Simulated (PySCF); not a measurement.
C₃H₁₆Si₄.
Cartesian coordinates in Å at the PBE0-D3(BJ)/def2-SVP level; atoms count from 1:
```
atom  x, y, z in Å
C1     0.9658   -1.9123    0.7965
Si2    0.4798   -0.0987    0.7233
C3     1.0827    0.6921   -0.8770
Si4    2.9221    0.5216   -1.2236
C5    -1.3972    0.1047    0.8756
Si6   -2.3633   -1.0724   -0.2311
Si7   -1.9335    1.8891    0.6012
H8     2.0606   -2.0225    0.8447
H9     0.6135   -2.4580   -0.0935
H10    0.5368   -2.3997    1.6857
H11    1.1103    0.6275    1.8731
H12    0.8415    1.7698   -0.8548
H13    0.5253    0.2610   -1.7273
H14    3.3131    1.2767   -2.4540
H15    3.2884   -0.9152   -1.4238
H16    3.7219    1.0479   -0.0738
H17   -1.6568   -0.1508    1.9208
H18   -2.2613   -2.4802    0.2626
H19   -3.8113   -0.6967   -0.2837
H20   -1.8250   -1.0250   -1.6269
H21   -3.2906    2.1284    1.1810
H22   -0.9690    2.8451    1.2321
H23   -1.9901    2.1894   -0.8638
```

Computed with core-valence-separated Tamm–Dancoff BHandHLYP/aug-pcX-1 (pcseg-1 on H, def2-SVPD on Si) in PySCF, non-relativistic, gas phase, PBE0-D3(BJ)/def2-SVP geometry. No empirical shift is added; at this level the pattern usually sits a few eV under experiment.

**Question.** Give energies, oscillator strengths and core holes at the C K edge.

**Answer.** 
```tsv
E (eV)	f	core hole on	main final orbital
284.90	0.0088	C5	LUMO (43 %)
285.06	0.0039	C3	LUMO+2 (31 %)
285.08	0.0031	C1	LUMO (51 %)
285.43	0.0217	C5	LUMO+4 (38 %)
285.62	0.0309	C3	spread
285.72	0.0280	C1	LUMO+1 (30 %)
285.82	0.0049	C5	LUMO+2 (38 %)
285.85	0.0306	C1	spread
285.87	0.0269	C3	spread
285.94	0.0271	C5	spread
286.02	0.0035	C5	spread
286.10	0.0058	C3	spread
286.26	0.0027	C3	LUMO (35 %)
286.33	0.0047	C5	LUMO (32 %)
```

The first line with a tenth or more of the strongest one's intensity is at 284.90 eV (f = 0.009), with the hole on C5 (sp3 carbon bound to silicon). The strongest listed is at 285.62 eV (f = 0.031; C3).

Roots within 0.03 eV whose holes lie on the same, on equivalent or on shared atoms are summed into one line, and the highest roots are left out, as the search may have cut off their partners. Final orbitals are the ground state's empty Kohn–Sham orbitals.

**Question.** What is the summed oscillator strength of the listed C K lines, and their intensity-weighted mean energy?

**Answer.** Σf = 0.202 over 14 lines from 284.90 to 286.33 eV; the weighted mean is 285.72 eV. The strongest line holds 15 % of the sum.

The list ends where the root search ended, not at a threshold.

Time: 31 s; peak memory 1.3 GiB. Hardware: an Intel Xeon 6975P-C with one thread, shared host with 192 logical CPUs at a one-minute load of 106.

One conformer stands for the species.
